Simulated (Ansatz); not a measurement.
A calculation with Ansatz (development build ahead of 0.2.0).

```yaml
crystal:
  periodic: [false, false, false]
  atoms:
    - { symbol: Cl, position_ang: [0.0, 1.69378, 0.0] }
    - { symbol: Cl, position_ang: [0.0, -1.69378, 0.0] }
    - { symbol: Fe, position_ang: [1.6, 0.0, 0.0] }
    - { symbol: Cl, position_ang: [2.83, 0.0, 1.73897] }
    - { symbol: Cl, position_ang: [2.83, 0.0, -1.73897] }
    - { symbol: Fe, position_ang: [-1.6, 0.0, 0.0] }
    - { symbol: Cl, position_ang: [-2.83, 0.0, 1.73897] }
    - { symbol: Cl, position_ang: [-2.83, 0.0, -1.73897] }
basis:
  gaussian: { orbitals: pcseg-2 }
magnetization:
  initial_magnetization: 10
hamiltonian:
  xc: pbe0
```

The input is written out in the form of the current development build from the run's settings.

Output:

```yaml
Converged: yes
Total_energy: -5287.77807 hartree
Spin_squared_of_the_determinant: 30.000
Stability_test: minimum among restricted orbitals
```

Caution: other spin multiplicities may lie lower.
